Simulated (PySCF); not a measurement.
Two species compared at the same levels of theory.

First species: C6H9F3O2.
InChI=1S/C6H9F3O2/c1-4(5(10)11-2)3-6(7,8)9/h4H,3H2,1-2H3/t4-/m1/s1

Second species: C₇H₉N.
SMILES: `Cc1cccc(N)c1`

Levels: PBE0/pcSseg-1 for dipole moment, HOMO energy, LUMO energy and HOMO–LUMO gap; GFN2-xTB for rotational constant A and rotational constant C. Geometries: GFN2-xTB. All species are isolated and taken at one optimised geometry, non-relativistic unless stated; the electronic structure was computed with PySCF and density fitting.

Dipoles, sizes and rotational constants follow the conformer. The torsions of the flexible species, by atom-mapped SMILES:
- `[CH3:1][O:2][C:3](=[O:4])[C@H:5]([CH3:6])[CH2:7][C:8]([F:9])([F:10])[F:11]`: C1–O2–C3–O4 1°, O2–C3–C5–C6 -105°, C3–C5–C7–C8 -74°, C5–C7–C8–F9 178°
- `[CH3:1][c:2]1[cH:3][cH:4][cH:5][c:6]([NH2:7])[cH:8]1`: H–N7–C6–C5 -22°, H–N7–C6–C5 -161°

```csv
property,column X,column Y
dipole moment,2.63 D,1.59 D
HOMO energy,-8.18 eV,-5.79 eV
LUMO energy,0.21 eV,0.12 eV
HOMO–LUMO gap,8.39 eV,5.91 eV
rotational constant A,1.624 GHz,3.688 GHz
rotational constant C,0.634 GHz,1.228 GHz
```

(1) Which column belongs to which species?

(2) How does each property change from the first species to the second?

Answers

(1) Column X is the first species and column Y the second. The first has 20 atoms and 88 electrons, the second 17 and 58.

(2) dipole moment -1.04 D; HOMO energy +2.39 eV; LUMO energy -0.09 eV; HOMO–LUMO gap -2.48 eV; rotational constant A +2.064 GHz; rotational constant C +0.594 GHz.

On the first: The dipole matches unit charges of opposite sign 0.55 Å apart (1 e·Å = 4.8032 D).

On the second: The dipole matches unit charges of opposite sign 0.33 Å apart (1 e·Å = 4.8032 D).
